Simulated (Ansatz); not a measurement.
Two members of one family (AlAs nanocrystals, H-capped), computed with Ansatz in the gas phase. Binding counts from free atoms in the multiplicity of their measured ground term, without zero-point energy. The structures are stationary points that may keep the symmetry of their start.

First: Al8As8H22, cut from wurtzite (singlet, charge 0, PBE-D4/def2-SVP geometry).

```
atom   x (Å)   y (Å)   z (Å)
 Al1   2.116  -4.223   0.658
 As2   1.077  -3.232   2.777
 As3   1.712  -2.186  -0.767
 Al4  -0.701  -1.737  -1.168
 Al5   0.128  -0.915   2.924
 As6  -1.498  -0.840   1.039
 As7  -0.970   0.197  -2.706
 Al8  -3.372   0.658  -3.310
 Al9  -2.515   1.432   1.014
As10  -4.077   1.343  -0.947
Al11   3.071  -0.277   0.036
As12   1.909   0.576   2.065
As13   2.538   1.504  -1.662
Al14   0.180   2.292  -2.054
Al15   1.295   3.028   1.930
As16  -0.590   2.797   0.257
 H17   1.162  -5.429   0.209
 H18   3.681  -4.369   0.965
 H19   0.000  -4.168   3.314
 H20   2.047  -3.372   3.946
 H21   2.284  -2.518  -2.144
 H22  -1.529  -3.030  -1.611
 H23  -0.475  -0.563   4.360
 H24  -2.631  -1.772   1.461
 H25  -0.286  -0.234  -4.003
 H26  -4.147  -0.704  -3.636
 H27  -3.462   1.990  -4.196
 H28  -3.223   1.879   2.374
 H29  -5.271   0.507  -0.499
 H30  -4.792   2.688  -0.988
 H31   4.640  -0.527   0.183
 H32   2.999   0.500   3.130
 H33   3.082   1.023  -3.004
 H34   3.464   2.699  -1.473
 H35   0.109   3.501  -3.094
 H36   0.709   3.513   3.337
 H37   2.503   3.765   1.165
 H38  -1.169   4.204   0.118
```

```json
{"level": "PBE-D4/def2-SVP", "HOMO (eV)": "-6.21", "LUMO (eV)": "-2.25", "gap (eV)": "3.96", "binding per atom (eV)": "2.77"}
{"level": "PBE-D4/def2-TZVP", "HOMO (eV)": "-6.23", "LUMO (eV)": "-2.35", "gap (eV)": "3.88", "binding per atom (eV)": "2.75"}
{"level": "PBE0-D4/def2-SVP", "HOMO (eV)": "-7.21", "LUMO (eV)": "-1.58", "gap (eV)": "5.64", "binding per atom (eV)": "2.76"}
{"level": "PBE0-D4/def2-TZVP", "HOMO (eV)": "-7.20", "LUMO (eV)": "-1.65", "gap (eV)": "5.55", "binding per atom (eV)": "2.75"}
```

Second: Al9As9H24, cut from wurtzite (singlet, charge 0, PBE-D4/def2-SVP geometry).

```xyz
42

Al   -4.620    0.258    1.966
As   -2.809   -0.223    3.718
As   -3.020    0.363    0.031
Al   -1.480    2.303    0.143
Al   -0.368   -0.445    3.194
As    0.167    1.628    1.927
As   -0.093    2.366   -1.912
Al    1.404    4.381   -2.031
Al    2.559    1.555    1.250
As    2.887    3.665   -0.063
Al   -1.983   -1.827   -0.492
As   -0.292   -2.115    1.353
As   -0.576   -1.603   -2.522
Al    1.064    0.256   -2.514
Al    2.074   -2.412    0.643
As    2.472   -0.228   -0.481
Al    0.413   -3.784   -3.287
As    1.939   -4.057   -1.243
H    -5.187    1.714    2.318
H    -5.512   -1.071    1.896
H    -2.891    0.781    4.863
H    -3.167   -1.462    4.533
H    -3.878    0.657   -1.200
H    -2.181    3.689    0.516
H     0.559   -0.752    4.458
H     0.112    2.733    2.979
H    -1.117    2.545   -3.031
H     0.632    5.693   -1.531
H     2.344    4.317   -3.325
H     3.615    1.336    2.430
H     2.979    4.781    0.973
H     4.356    3.669   -0.471
H    -3.002   -3.057   -0.521
H    -0.644   -3.437    2.034
H    -1.573   -1.198   -3.607
H     1.974    0.348   -3.824
H     3.109   -2.804    1.795
H     3.910   -0.327   -0.987
H    -0.663   -4.965   -3.185
H     1.397   -3.556   -4.529
H     1.713   -5.415   -0.584
H     3.379   -4.301   -1.680
```

**Question.** Estimate how these quantities change from the first to the second (second minus first).

**Answer.** 
```
            level  Δ HOMO (eV)  Δ LUMO (eV)  Δ gap (eV)  Δ binding per atom (eV)
  PBE-D4/def2-SVP         0.06        -0.06       -0.13                     0.02
 PBE-D4/def2-TZVP         0.06        -0.07       -0.13                     0.02
 PBE0-D4/def2-SVP         0.06        -0.06       -0.12                     0.02
PBE0-D4/def2-TZVP         0.05        -0.07       -0.12                     0.02
```
